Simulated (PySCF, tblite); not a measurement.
Isomers of C6H9PS2. Level: GFN2-xTB in tblite, geometry and Hessian alike; calculated harmonic values, unscaled, isolated species. The method is semi-empirical: single wavenumbers can be off by several per cent or more. Modes of hydrogen on phosphorus can be 10 to 20 % off. One conformer each.

Electronic energies: PBE0/pcSseg-1 single points on the GFN2-xTB geometries (PySCF, gas phase).

```tsv
SMILES	electronic energy, lowest = 0 (kJ/mol)
CC[P@@H](=S)c1cccs1	37.6
CSc1pc(C)c(C)s1	95.5
CP(C)(=S)c1ccsc1	0.0
```

Question: How do GFN2-xTB zero-point energies change the relative energies?

Answer: 
```csv
SMILES,ZPE (kJ/mol),of it from modes above 1550 cm⁻¹,electronic (kJ/mol),"with ZPE, lowest = 0 (kJ/mol)",lowest mode (cm⁻¹),rings
CP(C)(=S)c1ccsc1,343.8,164.2,0.0,0.0,22,1
CC[P@@H](=S)c1cccs1,345.4,158.8,37.6,39.2,30,1
CSc1pc(C)c(C)s1,347.6,162.4,95.5,99.3,56,1
```

The zero-point energies span 3.8 kJ/mol, from `CP(C)(=S)c1ccsc1` to `CSc1pc(C)c(C)s1`. The order is unchanged.

Question: And how do the electronic energies of GFN2-xTB itself compare?

Answer: `CP(C)(=S)c1ccsc1` 0.0; `CC[P@@H](=S)c1cccs1` 3.4; `CSc1pc(C)c(C)s1` 96.0 kJ/mol, lowest = 0. Against the energies above, taken from the same isomer `CP(C)(=S)c1ccsc1`, the largest difference is 34.2 kJ/mol.
